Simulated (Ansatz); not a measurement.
Cartesian coordinates in Å:
```
C -3.0565 0.5248 -1.9993
C -2.2989 0.0324 -1.0229
Si -1.2072 1.0678 0.0559
O -1.3999 2.5994 -0.5295
N 0.4342 0.5466 -0.0259
C 1.0261 0.4572 -1.3662
Si 1.3469 -0.1097 1.2813
O 2.8358 0.5984 1.3540
C 1.7001 -1.9183 1.0966
C 1.1312 -2.8258 1.8856
H -3.0809 1.5897 -2.2096
H -3.6797 -0.1088 -2.6248
H -2.3096 -1.0442 -0.8536
H -1.5876 0.9881 1.4897
H -0.9668 3.3048 -0.0481
H 2.1152 0.5366 -1.3134
H 0.7764 -0.4862 -1.8629
H 0.6717 1.2728 -2.0017
H 0.5455 0.1144 2.5116
H 2.8573 1.5553 1.4010
H 2.3792 -2.2650 0.3189
H 0.4520 -2.5391 2.6849
H 1.3155 -3.8912 1.7786
```

Charge 0, multiplicity 1.

**Question.** List the PBE/def2-TZVPP orbital energies in eV (the Gaussian-basis code of Ansatz). (Estimate.)

**Answer.** Computed: Occupied: -1779.80, -1779.79, -510.16, -510.12, -380.02, -269.61, -269.06, -268.98, -268.68, -268.63, -137.43, -137.43, -94.20, -94.19, -94.17, -94.16, -94.14, -94.14, -24.93, -24.88, -21.59, -18.83, -18.75, -16.37, -14.59, -14.19, -13.37, -13.11, -11.89, -11.74, -11.22, -10.99, -10.62, -10.19, -9.80, -9.73, -9.30, -8.59, -8.48, -8.28, -7.92, -7.41, -7.26, -7.10, -6.94, -6.75, -5.78. Lowest empty: -1.42, -1.32, -0.42, 0.32, 0.58, 0.81, 1.30, 1.39.
